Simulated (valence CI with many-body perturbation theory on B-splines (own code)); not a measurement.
# E1 line list for Hf XL

Level of theory: relativistic CI+MBPT: five valence electrons over a frozen Dirac-Fock core [Ar] 3d10, a basis of 11 s, 11 p, 10 d, 8 f, 5 g, 2 h functions for each j, with the one-electron correlation potential Σ1, the two-electron term Σ2, the three-electron term Σ3, Breit, model QED; selected CI, second order for the rest, scaled by the run's own slope (own B-spline code, finite nucleus).

The last digits are not significant, and no measured levels were compared; by estimate large intervals hold to a few tenths of a per cent, small ones and those within an open d or f shell to about a per cent. Among the levels kept, up to 2100 cm⁻¹ of a level comes from second order outside the variational space, and about a tenth of that is noise between levels of different J, which matters for small intervals.

Lines 101 to 150 of 513 in falling wavelength, among levels below 4050.1 × 10³ cm⁻¹, chosen from the strongest by gf and those to the six lowest levels. Wavelengths and rates use the calculated energies. Electric multipoles are in the length gauge with retardation, E1 and E2 with the static RPA response of the core. Weak lines are less certain than strong ones. Lines between different terms over intervals too small for the method are left out, as are lines whose strength nearly cancels. Where a level lies close to another of its J and parity, the split of strength between their lines is uncertain. The highest levels of a list are the least certain.

Levels are named by their leading jj configuration (3d3/2^4 stands for four electrons in 3d with j = 3/2), which in mixed levels can hold well under half, so a name can repeat and another be missing. Letters in brackets count levels of one name in rising energy.

```csv
λ vac (nm),Upper,Lower,A (s⁻¹),S (a.u.)
7.130,(4s^2 4p1/2 4p3/2 4f7/2) J=7/2 [a],(4s^2 4p1/2 4p3/2 4d5/2) J=5/2 [a],2.87e+10,4.10e-02
7.129,(4s^2 4p1/2^2 4f7/2) J=7/2,(4s 4p1/2^2 4p3/2^2) J=5/2,1.46e+11,2.09e-01
7.119,(4s 4p1/2^2 4p3/2 4f5/2) J=7/2,(4s 4p1/2^2 4p3/2 4d3/2) J=5/2 [b],1.05e+11,1.50e-01
7.116,(4s 4p1/2^2 4p3/2 4d5/2) J=5/2 [b],(4s 4p1/2^2 4p3/2^2) J=3/2,3.64e+11,3.88e-01
7.115,(4s^2 4p1/2 4p3/2 4d5/2) J=3/2 [c],(4s^2 4p1/2 4p3/2^2) J=1/2,1.30e+11,9.27e-02
7.111,(4s^2 4p1/2 4p3/2 4f7/2) J=5/2 [c],(4s^2 4p1/2 4p3/2 4d5/2) J=3/2 [b],4.43e+10,4.71e-02
7.107,(4s^2 4p1/2 4p3/2 4f7/2) J=5/2 [b],(4s^2 4p1/2 4p3/2 4d5/2) J=5/2 [a],9.39e+10,9.98e-02
7.107,(4s 4p1/2 4p3/2^2 4d5/2) J=9/2 [c],(4s^2 4p1/2 4p3/2 4d5/2) J=7/2 [b],3.32e+10,5.89e-02
7.100,(4s 4p1/2 4p3/2^2 4d5/2) J=5/2 [d],(4s 4p1/2 4p3/2^3) J=5/2,1.75e+11,1.85e-01
7.089,(4s 4p1/2^2 4p3/2 4d5/2) J=5/2 [a],(4s 4p1/2^2 4p3/2^2) J=5/2,1.79e+11,1.89e-01
7.087,(4s^2 4p3/2 4d3/2 4d5/2) J=5/2 [c],(4s^2 4p3/2^2 4d3/2) J=7/2,4.83e+10,5.09e-02
7.086,(4s 4p1/2 4p3/2^2 4d5/2) J=3/2 [b],(4s^2 4p1/2 4p3/2 4d5/2) J=3/2 [c],4.29e+10,3.02e-02
7.079,(4s^2 4p1/2 4p3/2 4d5/2) J=3/2 [b],(4s^2 4p1/2 4p3/2^2) J=5/2,2.14e+10,1.50e-02
7.073,(4s^2 4p1/2 4p3/2 4f7/2) J=9/2 [a],(4s^2 4p1/2 4p3/2 4d5/2) J=9/2,3.68e+10,6.43e-02
7.065,(4s^2 4p1/2 4d5/2^2) J=1/2,(4s^2 4p1/2 4p3/2 4d5/2) J=3/2 [c],1.46e+11,5.07e-02
7.060,(4s 4p1/2 4p3/2^2 4d3/2) J=7/2 [b],(4s^2 4p1/2 4p3/2 4d3/2) J=7/2,1.22e+11,1.69e-01
7.056,(4s 4p1/2 4p3/2^2 4d5/2) J=7/2 [e],(4s 4p1/2 4p3/2^3) J=5/2,2.40e+10,3.34e-02
7.053,(4s^2 4p1/2 4d5/2^2) J=3/2,(4s^2 4p1/2 4p3/2 4d5/2) J=3/2 [a],1.81e+11,1.26e-01
7.053,(4s 4p1/2 4p3/2^2 4d3/2) J=3/2 [e],(4s^2 4p1/2 4p3/2 4d3/2) J=1/2 [b],1.40e+11,9.71e-02
7.047,(4s^2 4p1/2 4d3/2 4d5/2) J=3/2,(4s^2 4p1/2 4p3/2 4d3/2) J=1/2 [a],1.04e+11,7.21e-02
7.039,(4s 4p1/2^2 4d3/2 4d5/2) J=5/2 [b],(4s 4p1/2^2 4p3/2 4d3/2) J=7/2,4.75e+10,4.90e-02
7.035,(4s^2 4p3/2 4d3/2 4d5/2) J=7/2 [c],(4s^2 4p3/2^2 4d3/2) J=7/2,2.23e+11,3.06e-01
7.033,(4s^2 4p1/2^2 4d5/2) J=5/2,(4s^2 4p1/2^2 4p3/2) J=3/2,2.75e+11,2.83e-01
7.032,(4s 4p1/2 4p3/2^2 4d3/2) J=5/2 [e],(4s^2 4p1/2 4p3/2 4d3/2) J=3/2 [b],7.34e+10,7.56e-02
7.031,(4s^2 4p1/2 4d3/2 4d5/2) J=3/2,(4s^2 4p1/2 4p3/2 4d3/2) J=3/2 [a],1.92e+11,1.32e-01
7.029,(4s 4p1/2 4p3/2^2 4d3/2) J=7/2 [c],(4s^2 4p1/2 4p3/2 4d3/2) J=7/2,2.43e+10,3.33e-02
7.028,(4s 4p1/2^2 4d3/2 4d5/2) J=3/2 [b],(4s 4p1/2^2 4p3/2 4d3/2) J=3/2 [a],4.32e+10,2.96e-02
7.027,(4s 4p1/2 4p3/2^2 4d3/2) J=3/2 [e],(4s^2 4p1/2 4p3/2 4d3/2) J=3/2 [b],4.74e+10,3.24e-02
7.024,(4s^2 4p1/2 4p3/2 4f7/2) J=5/2 [a],(4s^2 4p1/2 4p3/2 4d5/2) J=3/2 [a],1.21e+11,1.24e-01
7.016,(4s^2 4p1/2 4p3/2 4f7/2) J=7/2 [b],(4s^2 4p1/2 4p3/2 4d5/2) J=5/2 [a],4.79e+10,6.54e-02
7.016,(4s^2 4p1/2 4p3/2 4d5/2) J=7/2 [b],(4s^2 4p1/2 4p3/2^2) J=5/2,4.02e+11,5.48e-01
7.010,(4s^2 4p1/2 4p3/2 4f7/2) J=7/2 [a],(4s^2 4p1/2 4p3/2 4d5/2) J=7/2 [a],3.26e+10,4.44e-02
7.009,(4s^2 4p1/2 4p3/2 4d5/2) J=5/2 [b],(4s^2 4p1/2 4p3/2^2) J=5/2,9.11e+08,9.29e-04
7.003,(4s^2 4p3/2 4d3/2 4d5/2) J=5/2 [c],(4s^2 4p3/2^2 4d3/2) J=5/2,1.02e+11,1.04e-01
6.996,(4s 4p1/2^2 4p3/2 4d5/2) J=3/2 [a],(4s 4p1/2^2 4p3/2^2) J=5/2,8.82e+10,5.96e-02
6.994,(4s 4p1/2^2 4d3/2 4d5/2) J=3/2 [b],(4s 4p1/2^2 4p3/2 4d3/2) J=5/2 [a],4.69e+10,3.17e-02
6.985,(4s 4p1/2 4p3/2^2 4d3/2) J=5/2 [e],(4s^2 4p1/2 4p3/2 4d3/2) J=5/2 [b],1.10e+11,1.11e-01
6.981,(4s^2 4p1/2 4p3/2 4f5/2) J=3/2 [a],(4s^2 4p1/2 4p3/2 4d5/2) J=3/2 [a],1.05e+11,7.05e-02
6.972,(4s^2 4p3/2 4d3/2 4d5/2) J=5/2 [c],(4s^2 4p3/2^2 4d3/2) J=3/2 [a],1.59e+11,1.60e-01
6.971,(4s 4p1/2 4p3/2^2 4d5/2) J=5/2 [d],(4s^2 4p1/2 4p3/2 4d5/2) J=3/2 [c],2.24e+11,2.24e-01
6.965,(4s^2 4p1/2 4p3/2 4f7/2) J=9/2 [b],(4s^2 4p1/2 4p3/2 4d5/2) J=9/2,3.86e+10,6.43e-02
6.958,(4s^2 4p1/2 4p3/2 4f7/2) J=7/2 [b],(4s^2 4p1/2 4p3/2 4d3/2) J=5/2 [b],2.98e+10,3.96e-02
6.952,(4s^2 4p3/2 4d3/2 4d5/2) J=7/2 [c],(4s^2 4p3/2^2 4d3/2) J=5/2,2.18e+11,2.89e-01
6.946,(4s 4p1/2^2 4p3/2 4d3/2) J=5/2 [b],(4s^2 4p1/2^2 4d3/2) J=3/2,1.32e+10,1.32e-02
6.944,(4s^2 4p1/2 4p3/2 4f5/2) J=9/2,(4s^2 4p1/2 4p3/2 4d5/2) J=9/2,4.55e+10,7.52e-02
6.942,(4s 4p1/2 4p3/2^2 4d5/2) J=5/2 [f],(4s 4p1/2 4p3/2^3) J=3/2,6.32e+11,6.26e-01
6.939,(4s^2 4p3/2 4d3/2 4d5/2) J=3/2 [b],(4s^2 4p3/2^2 4d3/2) J=5/2,1.48e+11,9.78e-02
6.939,(4s 4p1/2^2 4p3/2 4d3/2) J=3/2 [b],(4s^2 4p1/2^2 4d3/2) J=3/2,1.57e+11,1.03e-01
6.934,(4s 4p1/2^2 4p3/2 4d5/2) J=7/2 [b],(4s^2 4p1/2^2 4d5/2) J=5/2,5.29e+11,6.96e-01
6.932,(4s 4p1/2 4p3/2^2 4d3/2) J=5/2 [f],(4s^2 4p1/2 4p3/2 4d5/2) J=3/2 [b],8.01e+10,7.90e-02
```
